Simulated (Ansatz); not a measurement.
`FB(CCl)[SiH2]S` + `CN[SiH3]` → `[SiH3]N[SiH2]S` + `CB(F)CCl`  (redistribution)

Computed with Ansatz on PBE0-D4/def2-TZVP structures; ΔE is electronic, products minus reactants. CCSD(T)/CBS adds triple-zeta CCSD(T) − MP2 to the extrapolated MP2 energy (def2 sets, frozen cores). DFT in def2-TZVPP. Each species was taken in one conformer, which may not be the lowest.

```
             level  ΔE (kcal/mol)
         r2SCAN-D4          -43.6
SCS-MP2/def2-TZVPP          -45.1
```

Q: What does CCSD(T)/CBS give? (An estimate is asked.)

A: Ansatz gave: -44.1 kcal/mol. The listed levels differ from it by 0.5, -1.0 kcal/mol.

Largest T1 diagnostic among the species: 0.013.

From PBE to PBE0 (25 % exact exchange), in def2-TZVPP and without D4, ΔE moves by −2.1 kcal/mol. In def2-TZVPP, CCSD(T) changes the Hartree–Fock value by +3.5 kcal/mol (the triples alone add +0.7 kcal/mol) and MP2 by +1.5 kcal/mol. The D4 term adds +0.8 kcal/mol with B3LYP and +0.4 kcal/mol with PBE0; it sums over pairs of atoms, weighted by their polarisabilities, and B3LYP, whose exchange is more repulsive, gets the larger term.

B3LYP here is the variant with VWN-RPA as its local correlation; programs differ in this.
